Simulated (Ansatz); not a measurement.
Ansatz (an electronic-structure program) input (SVWN5/def2-TZVP):

Ansatz 0.2 input:
```yaml
crystal:
  periodic: [false, false, false]
  atoms:
    - {symbol: Se, position_ang: [0.01926114, -0.01724611, 0.40055910]}
    - {symbol: F, position_ang: [0.64744174, 1.14626581, -0.74154371]}
    - {symbol: F, position_ang: [-0.72020603, -1.08111382, -0.77167957]}
basis:
  gaussian:
    orbitals: def2-TZVP
hamiltonian:
  xc: {name: SVWN5}
relax: {f_tol: 0.003, max_steps: 100}
```

End of the output:

```
relax step   2: F+E_penalty+E_count = -70658.06738115 eV  Δ(F+E_penalty+E_count) = -3.772e-3 eV  max|allowed force component| = 2.308e-1 eV/Å  Δτ_max = 0.0047 Å  (30 SCF iters, accepted)
these checks for a lower state are left out or cut short: starts, cluster_reference, orbital_swaps, neighbouring_geometries, increment
integrals: 0.03 GiB planned
699 factors; their error is unknown
mean field: 0.24 GiB planned
mean field evaluation 32: about -70658.0685 eV, gradient 2.6e-5 eV
mean field -70658.06851308 eV, -2596.6361240967 hartree, gradient 2.6e-5 eV, S^2 0.000000; 0 other end points of the search recorded, 0 dependent functions left out
the calculation of the forces begins
reference -70658.06853437 eV, -2596.6361248791 hartree; 26, 26 occupied and 84, 84 virtual orbitals, 699 factors
relax step   3: F+E_penalty+E_count = -70658.06851308 eV  Δ(F+E_penalty+E_count) = -1.132e-3 eV  max|allowed force component| = 7.812e-3 eV/Å  Δτ_max = 0.0053 Å  (30 SCF iters, accepted)
these checks for a lower state are left out or cut short: starts, cluster_reference, orbital_swaps, neighbouring_geometries, increment
integrals: 0.03 GiB planned
699 factors; their error is unknown
mean field: 0.24 GiB planned
mean field -70658.06851501 eV, -2596.6361241675 hartree, gradient 2.6e-5 eV, S^2 0.000000; 0 other end points of the search recorded, 0 dependent functions left out
the calculation of the forces begins
reference -70658.06853630 eV, -2596.6361249498 hartree; 26, 26 occupied and 84, 84 virtual orbitals, 699 factors
relax step   4: F+E_penalty+E_count = -70658.06851501 eV  Δ(F+E_penalty+E_count) = -1.925e-6 eV  max|allowed force component| = 8.959e-4 eV/Å  Δτ_max = 0.0003 Å  (32 SCF iters, accepted)
integrals: 0.03 GiB planned
699 factors; their error is unknown
mean field: 0.24 GiB planned
mean field evaluation 64: about -70658.0685 eV, gradient 6.3e-4 eV
mean field -70658.06851501 eV, -2596.6361241675 hartree, gradient 4.2e-6 eV, S^2 0.000000; 1 other end points of the search recorded, 0 dependent functions left out
the calculation of the forces begins
reference -70658.06853629 eV, -2596.6361249498 hartree; 26, 26 occupied and 84, 84 virtual orbitals, 699 factors
Total energy: -70658.06853629 eV, -2596.6361249498 hartree
Atom 0 at     0.018927    -0.016947     0.393615 Å, force     0.000043    -0.000039     0.000896 eV/Å
Atom 1 at     0.643202     1.138939    -0.738169 Å, force    -0.000216    -0.000298    -0.000452 eV/Å
Atom 2 at    -0.715632    -1.074086    -0.768110 Å, force     0.000173     0.000337    -0.000444 eV/Å
Dipole moment:     0.018206    -0.016301     0.378610 e Å
```
